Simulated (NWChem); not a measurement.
# C3H4Cl2; SMILES ClC1(CC1)Cl

```xyz
9

Cl    -1.4668     0.0000     0.7566
C      0.0000     0.0000    -0.2132
Cl     1.4668     0.0000     0.7566
C      0.0000    -0.7554    -1.4976
C      0.0000     0.7554    -1.4976
H      0.9235    -1.2736    -1.7675
H     -0.9235    -1.2736    -1.7675
H      0.9235     1.2736    -1.7675
H     -0.9235     1.2736    -1.7675
```
Atoms are numbered in this order, from 1.

Level: PBE0/def2-SVP (NWChem), optimised geometry, unscaled harmonic frequencies. 

```csv
frequency (cm⁻¹),IR intensity (km/mol)
274,1.6
296,0.1
298,0.0
412,0.0
519,14.4
729,53.2
769,11.6
902,0.0
947,0.3
1005,15.1
1057,23.0
1078,0.0
1147,63.7
1167,0.0
1296,12.8
1414,10.5
1476,19.6
3160,1.1
3163,0.0
3263,0.0
3270,0.3
```

* **zero-point energy**: 39.5 kcal/mol
* **thermal correction to the enthalpy at 298.15 K (with zero-point energy)**: 43.3 kcal/mol
* **heat capacity Cv**: 17.9 cal/(mol K)
* **entropy at 298.15 K and 1 atm (symmetry number 2)**: 72.8 cal/(mol K)
* **dipole moment**: 2.02 D

Rigid rotor and harmonic oscillator.
